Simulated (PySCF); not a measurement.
Isomers of C4H14OSi2, from PBE0-D3(BJ)/def2-SVP geometry optimisation, gas phase in PySCF. One conformer each, no zero-point energy, no frequencies.

Problem. Which isomer lies lower at this level?
A. `[CH3:1][C:2]([CH3:3])([CH3:4])[SiH2:5][O:6][SiH3:7]` with C2–Si5–O6–Si7 -61°: A = 2982, B = 984.0, C = 907.6 MHz, dipole 1.06 D
B. `[CH3:1][CH:2]([CH3:3])[O:4][SiH2:5][CH2:6][SiH3:7]` with C1–C2–O4–Si5 -84°, C2–O4–Si5–C6 -164°, O4–Si5–C6–Si7 38°: A = 2762, B = 937.4, C = 746.5 MHz, dipole 1.02 D

Solution. A. That is `CC(C)(C)[SiH2]O[SiH3]`, 22.2 kcal/mol below the other.

```tsv
SMILES	mapped SMILES	E (Eh)	relative (kcal/mol)	relative (kJ/mol)	dipole (D)
CC(C)(C)[SiH2]O[SiH3]	[CH3:1][C:2]([CH3:3])([CH3:4])[SiH2:5][O:6][SiH3:7]	-814.27523	0.0	0.0	1.06
CC(C)O[SiH2]C[SiH3]	[CH3:1][CH:2]([CH3:3])[O:4][SiH2:5][CH2:6][SiH3:7]	-814.23987	22.2	92.8	1.02
```
